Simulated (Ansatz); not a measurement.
A series at Ti: from `[SH][Ti]([SH])([SH])[SH]`, ligands are replaced one by one, each step taking up H–F and setting free H₂S; n counts the steps. Ansatz, PBE0-D4/def2-TZVP geometries. Each molecule was computed in one conformer, which needn't be the lowest.

```json
{"n": "0", "molecule": "`[SH][Ti]([SH])([SH])[SH]`", "HOMO energy, ωB97M-V/def2-TZVPP (eV)": "-9.92"}
{"n": "1", "molecule": "`[F][Ti]([SH])([SH])[SH]`", "HOMO energy, ωB97M-V/def2-TZVPP (eV)": "-10.01"}
{"n": "2", "molecule": "`[F][Ti]([F])([SH])[SH]`", "HOMO energy, ωB97M-V/def2-TZVPP (eV)": "-9.96"}
{"n": "3", "molecule": "`[F][Ti]([F])([F])[SH]`", "HOMO energy, ωB97M-V/def2-TZVPP (eV)": "?"}
{"n": "4", "molecule": "`[F][Ti]([F])([F])[F]`", "HOMO energy, ωB97M-V/def2-TZVPP (eV)": "-15.01"}
```

**Question.** By hand: fit a straight line y = ȳ + b (n − n̄) to the 4 given rows and predict n = 3.

**Answer.** n̄ = 1.750, ȳ = -11.225; Σ(n − n̄)(y − ȳ) = -11.395, Σ(n − n̄)² = 8.750, so b = -1.302 eV a step. Prediction: -11.225 + (-1.302) × (1.250) = -12.85 eV.

**Question.** By hand: compare with the computed value, -10.56 eV, and give the steps along the whole series.

**Answer.** The line misses by 2.29 eV (computed minus predicted). Steps: -0.09, 0.05, -0.60, -4.45 eV.

The steps change sign along the series, so a line is a poor guide. The highest orbital can change its character along such a series. The miss is 45.0 % of the series' range.
